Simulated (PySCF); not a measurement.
One entry of a table of gas-phase calculations, keyed by method.

```json
{
 "name": "[(F)3Hf]2O",
 "formula": "F6Hf2O",
 "charge": 0,
 "multiplicity": 1,
 "geometry_level": "PBE0-D3(BJ)/def2-SVP",
 "atoms_angstrom": [
  ["Hf", -0.058, 1.823, -0.663],
  ["F", 1.699, 2.32, -1.217],
  ["F", -1.287, 1.908, -2.12],
  ["F", -0.634, 2.972, 0.748],
  ["O", -0.017, -0.016, -0.022],
  ["Hf", 0.079, -1.839, 0.654],
  ["F", 1.348, -1.866, 2.079],
  ["F", -1.651, -2.367, 1.261],
  ["F", 0.652, -3.004, -0.745]
 ],
 "electronic_structure_code": "PySCF",
 "results": {
  "PBE0-D3(BJ)/def2-SVP geometry optimisation, gas phase, def2 core potentials past Kr": {
   "rotational_constants_GHz": [1.357, 0.22, 0.22]
  },
  "CAM-B3LYP/def2-SVPD ground state, ΔSCF and vertical TDDFT (core frozen in the response)": {
   "dipole_D": 0.04,
   "homo_eV": -12.49,
   "lumo_eV": -0.73,
   "S1_eV": 8.22,
   "strongest_line_of_10_singlets_eV": 8.93,
   "T1_tda_eV": 8.02,
   "polarisability_au": 71.4,
   "vertical_ip_eV": 13.2,
   "vertical_ea_eV": 0.12,
   "singlets_eV_and_f": [
    [8.22, 0.0],
    [8.26, 0.008],
    [8.28, 0.002],
    [8.42, 0.033],
    [8.43, 0.024],
    [8.93, 0.472],
    [9.33, 0.0],
    [9.41, 0.002],
    [9.43, 0.001],
    [9.45, 0.0]
   ],
   "triplets_tda_eV": [8.02, 8.1, 8.11, 8.18]
  }
 }
}
```

The polarisability is 10.57 Å³ as a volume (1 au = 0.148185 Å³). With B = h/(8π²I), that is 505.379 GHz u Å² over I, the principal moments of inertia are 372.4, 2294.4 and 2298.5 u Å² (most abundant isotopes); the inertial defect Ic − Ia − Ib is -368.3 u Å² (zero for a rigid planar frame, negative otherwise). The principal polarisabilities are 64.2, 64.6 and 85.2 au; their mean is the isotropic value. The rotational constants are those of a nearly prolate symmetric top.

Atoms past krypton carry effective core potentials; spin–orbit coupling is left out.
